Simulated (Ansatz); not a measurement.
Au₃⁺. Charge 1, multiplicity 1. Geometry PBE0-D4/def2-TZVP, that of the neutral doublet.

```xyz
3

Au   -0.328    0.102    2.339
Au   -0.003    0.532   -2.303
Au    0.331   -0.634   -0.036
```

In the def2 sets Au takes a core potential; there is no spin–orbit coupling. The restricted singlet is unstable towards broken spin symmetry in Hartree–Fock (as tested in another run); at PBE-D4/def2-TZVP, r2SCAN-D4/def2-TZVP, PBE0-D4/def2-TZVP this wasn't settled. The structure comes from a short search, and lower isomers may exist.

**Question.** Estimate the orbital energies around the gap (eV) in Ansatz with PBE-D4/def2-TZVP, r2SCAN-D4/def2-TZVP, PBE0-D4/def2-TZVP.

**Answer.** 
| orbital | PBE-D4/def2-TZVP | r2SCAN-D4/def2-TZVP | PBE0-D4/def2-TZVP |
| --- | --- | --- | --- |
| HOMO−5 | -12.16 | -12.36 | -13.53 |
| HOMO−4 | -12.15 | -12.35 | -13.52 |
| HOMO−3 | -11.90 | -12.03 | -13.21 |
| HOMO−2 | -11.85 | -12.00 | -13.07 |
| HOMO−1 | -11.85 | -11.99 | -13.06 |
| HOMO | -11.80 | -11.94 | -12.51 |
| LUMO | -10.71 | -10.56 | -9.79 |
| LUMO+1 | -8.49 | -8.21 | -7.37 |
| LUMO+2 | -5.57 | -5.22 | -4.89 |
| LUMO+3 | -5.56 | -5.20 | -4.84 |
| LUMO+4 | -5.07 | -4.64 | -4.26 |
| LUMO+5 | -4.23 | -3.80 | -3.52 |
